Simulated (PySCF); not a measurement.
Level of theory: PBE-D3(BJ)/def2-TZVP // B3LYP-D3(BJ)/def2-TZVP run with PySCF. Gas-phase values, no solvent. Excitations are Tamm–Dancoff values on a coarser integration grid. The basis has no diffuse functions, so Rydberg states are missing or too high.

Reference species (SMILES): `[NH2][Al]([NH2])[NH2]` (neutral, multiplicity 1).

The S1–T1 gap (TDA) comes out as 0.23 eV. The T1 excitation (TDA) comes out as 4.64 eV and the LUMO comes out as -0.50 eV.

After one change: the S1–T1 gap (TDA) goes up by 0.27 eV; the T1 excitation (TDA) decreases by 2.01 eV; the LUMO falls by 2.86 eV.

Problem. Name the change that produced these shifts. The new species is one of these.
A. `[NH2][Al]([NH2])[SiH3]`
B. `[SiH3][Al]([SiH3])[SiH3]`
C. `[NH2][Al]([SiH3])[SiH3]`

Solution. B, `[SiH3][Al]([SiH3])[SiH3]`
